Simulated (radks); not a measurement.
Species: the iridium ion Ir2+. Configuration: [Xe] 4f14 5d5 5f2 (not the ground configuration). All-electron calculation, scalar-relativistic Kohn-Sham, LDA (Slater exchange, Perdew-Wang correlation), spin-polarised, spherical densities, finite nucleus; open shells are filled with parallel spins first (spin-orbit coupling, left out, can overturn this in heavy ions); Fermi nuclear charge, rms radius 5.4032 fm. Program: a radial shooting solver on a logarithmic mesh with Libxc functionals.

X-ray form factor f0, the Fourier transform of the density (f0(0) = 75):

sin(theta)/lambda (1/angstrom)  f0 (electrons)
0.05                                    73.789
0.1                                     71.116
0.15                                    68.065
0.2                                     64.800
0.25                                    61.356
0.3                                     57.881
0.4                                     51.355
0.5                                     45.720
0.6                                     40.940
0.8                                     33.245
1                                       27.290
1.25                                    21.849
1.5                                     18.283
2                                       14.347
